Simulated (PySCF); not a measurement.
## Dipole moment and polarisability of `NC(=O)[SiH3]`

Species: CH₅NOSi.
Numbering: `[NH2:1][C:2](=[O:3])[SiH3:4]` (hydrogens: H5, H6 on N1; H7, H8, H9 on Si4)

Structure used (PBE0-D3(BJ)/def2-SVP), in Å, numbered top down from 1:
```xyz
9
CH5NOSi angstrom
N     -1.4428   -0.3731   -0.4457
C     -0.5666    0.0543    0.4970
O     -0.8970    0.3428    1.6312
Si     1.3002    0.2111    0.0306
H     -1.1517   -0.6026   -1.3847
H     -2.4229   -0.4570   -0.1969
H      1.5633   -0.1288   -1.4057
H      2.0631   -0.7221    0.9067
H      1.7143    1.6179    0.2915
```

Level: PBE0/def2-SVPD (PySCF), static field, nuclei fixed, core orbitals frozen in the response. The polarisability tensor in these axes (au):

```
x   63.02  2.86 -1.08
y    2.86 44.68  3.83
z   -1.08  3.83 56.33
```

Question: What are the eigenvalues, a third of the trace, and Δα (Δα² = ½Σ(αi − αj)² over the three pairs)?

Answer: Principal values 43.07, 57.47 and 63.49 au; mean 54.68 au = 8.10 Å³ = 9.01 × 10⁻⁴⁰ C²·m²/J; Δα = 18.17 au (33 % of the mean).

Question: What is the dipole moment, and where does it point?

Answer: (-0.34, -1.09, -3.47) D, 3.65 D in size, pointing from the negative to the positive side. Measured along this direction, the outermost atoms are O3 at the negative end and H5 at the positive end.

Question: Form Σ f/ω² (atomic units) for the 10 lowest TDDFT singlets, given as eV and f, and set it beside the mean polarisability, which is this sum over all singlets: 4.82, 0.0019; 6.29, 0.0012; 6.80, 0.0591; 6.99, 0.1928; 7.14, 0.0079; 7.30, 0.0406; 7.43, 0.0014; 7.74, 0.0729; 7.78, 0.0026; 8.21, 0.0068.

Answer: They add up to 5.66 au, 10.3 % of the 54.68 au; the largest single term is 2.92 au, from the state at 6.99 eV. Terms in order: 0.06, 0.02, 0.95, 2.92, 0.11, 0.56, 0.02, 0.90, 0.03, 0.08 au. Higher excitations give the rest. The strengths listed sum to 0.387.

Question: Find the Langevin capture rate constant for H3O+ (19.018 u) meeting this molecule (75.014 u), k = 2.342 × 10⁻⁹ cm³/s × √(α in Å³ / reduced mass in u).

Answer: The reduced mass is 15.17 u, so k = 1.71 × 10⁻⁹ cm³/s. The formula leaves out the permanent dipole, which adds to the capture rate.

Question: Molar refractivity from α?

Answer: Lorentz–Lorenz: R = (4π/3)N_A α = 2.5225 cm³/(mol·Å³) × 8.10 Å³ = 20.4 cm³/mol, in the limit of long wavelengths.

Question: What depolarisation ratio follows for Rayleigh scattering of linearly polarised light, taking the static tensor?

Answer: ρ = 3Δα²/(45ᾱ² + 4Δα²) = 990.8/(134522 + 1321.1) = 0.00729.

Question: In a dilute gas of rigid molecules at 273 K, how does the orientational term μ²/3kT compare with the electronic polarisability?

Answer: In Gaussian units μ²/3kT = 117.85 Å³ against 8.10 Å³, a ratio of 14.55; the Debye molar polarisation (4π/3)N_A(α + μ²/3kT) is 317.7 cm³/mol, leaving out the vibrational part.

Geometry: PBE0-D3(BJ)/def2-SVP; no solvent, vibrations or thermal averaging.
